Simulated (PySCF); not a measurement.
Excitation energy of Ge⁺ by level of theory

Ge⁺ [Ar] 3d10 4s2 4p1 (2P) → Ge⁺ [Ar] 3d10 4s1 4p1 5s1 (4P), as a difference of total energies. Computed with PySCF 2.14 in aug-cc-pVQZ-PP with one added diffuse shell each of s, p, d, f, g type with ECP10MDF (8s7p6d4f3g, 114 functions), with scalar relativity through the core potential. Correlated levels: valence: 3s2 3p6 3d10 frozen. The calculations carry no spin-orbit coupling.

| method | excitation energy (cm⁻¹) |
| --- | --- |
| UHF | 109390 |
| PBE | 122870 |
| r2SCAN | 122270 |
| revPBE | 121570 |
| r2SCANh | 121730 |
| PW91 | 123220 |
| MP2 (valence) | 116420 |
| SCS-MP2 (valence) | 118820 |

Estimate what PBE0 gives.

121070 cm⁻¹, closest to revPBE among the rows shown.

Estimate what LDA gives.

125820 cm⁻¹, closest to PW91 among the rows shown.

The promoted electron is Rydberg-like, and one or two diffuse shells describe it only roughly, which tends to raise the upper state.
